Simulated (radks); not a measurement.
Results of a calculation; reference values are marked as such.
Initial-state core-level shifts of neutral vanadium when its valence configuration changes from [Ar] 3d3 4s2. Level of theory: Dirac Kohn-Sham, PBEsol, spin-unpolarised, spherical densities, finite nucleus; open shells are shared between the two j in proportion to 2j + 1; Fermi nuclear charge, rms radius 3.6002 fm (a radial shooting solver on a logarithmic mesh with Libxc functionals). Shifts are changes of the shell-averaged eigenvalues in eV (positive: less bound); the change of the density at the nucleus, which sets a Mossbauer isomer shift, is in e/bohr^3, on a base of 9865.

valence	2s	2p	3s	3p	density at nucleus
3d4 4s1	+4.148	+4.092	+3.662	+3.513	-5.3822
3d2 4s2 4p1	-7.665	-7.587	-6.612	-6.379	+3.7441
3d2.5 4s2 4p0.5	-3.601	-3.566	-3.172	-3.066	+1.7201
3d3 4p2	-2.590	-2.597	-2.709	-2.708	-7.9840
3d1 4s2 4p2	-16.953	-16.773	-14.041	-13.512	+8.5566
3d4 4p1	+3.000	+2.936	+2.398	+2.232	-8.8608
3d3 4s1 4p1	-1.358	-1.362	-1.419	-1.419	-3.7529
3d3.5 4s1.5	+2.350	+2.319	+2.050	+1.966	-2.9727
3d5	+6.245	+6.154	+5.583	+5.347	-9.0957
